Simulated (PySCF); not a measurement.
Compound: C₃H₁₂Si₃.
Bonds: C1–C2 (double), C2–C3, C3–Si4, Si4–Si5, Si4–Si6. Hydrogens: H7, H8 on C1; H9 on C2; H10, H11 on C3; H12 on Si4; H13, H14, H15 on Si5; H16, H17, H18 on Si6.

Torsions of this conformer, `[CH2:1]=[CH:2][CH2:3][SiH:4]([SiH3:5])[SiH3:6]`: C1–C2–C3–Si4 104°, C2–C3–Si4–Si5 -174°.

The closed-shell ground state was solved at several levels (PySCF, density fitting, gas phase, non-relativistic). Geometry: PBE0-D3(BJ)/def2-SVP, one conformer, isolated molecule.

| level | basis functions | total energy (Eh) | HOMO (eV) | LUMO (eV) | gap (eV) | dipole (D) |
| --- | --- | --- | --- | --- | --- | --- |
| mPW1PW91/pcSseg-1 | 183 | -989.9493 | -7.24 | -0.25 | 6.99 | 0.68 |
| PBE0/pcSseg-1 | 183 | -989.4209 | -7.22 | -0.25 | 6.97 | 0.69 |

Task: What might CAM-B3LYP/def2-SVPD (228 basis functions) give for the same quantities?

Result: Total energy -989.5667 Eh, HOMO -8.48 eV, LUMO 0.77 eV, gap 9.25 eV, dipole 0.73 D.

Task: Over all these levels, which gives the widest orbital gap and which the narrowest?

Result: CAM-B3LYP/def2-SVPD (range-separated hybrid) has the widest, 9.25 eV, and PBE0/pcSseg-1 (global hybrid, 25 % exact exchange) the narrowest, 6.97 eV. Functional and basis both differ between the two, so the spread mixes both effects.

Task: How far do the dipole and the HOMO energy spread over the levels?

Result: The dipole runs from 0.68 to 0.73 D (mean 0.70 D) and the HOMO from -8.48 to -7.22 eV.
